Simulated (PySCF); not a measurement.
All values below come from PBE-D3(BJ)/def2-TZVP // PBE0-D3(BJ)/def2-SVP in PySCF. Gas-phase values, no solvent. One relaxed conformer stands for a flexible species; it need not be the lowest. Excitations are Tamm–Dancoff values on a coarser integration grid. The basis has no diffuse functions, so Rydberg states are missing or too high.

Reference species (SMILES): `C[O][Sn]([F])([F])[O]C` (C–O–Sn–F torsion 56°, F–Sn–O–C torsion -58°) (neutral, multiplicity 1).

```
Quantity                  Result
----------------------  --------
S1 excitation (TDA)      3.57 eV
HOMO                    -7.00 eV
S1 oscillator strength     0.000
```

Changed species: `C[O][Sn]([O]C)([O]C)[O]C` (4 of 4 F replaced by OCH3; the reference has 2 of 4 F replaced by OCH3).

Q: What does the change do to the S1 excitation (TDA), HOMO and S1 oscillator strength?

A: the S1 excitation (TDA) rises by 0.22 eV, to 3.79 eV; the HOMO rises by 0.66 eV, to -6.34 eV; the S1 oscillator strength hardly moves.
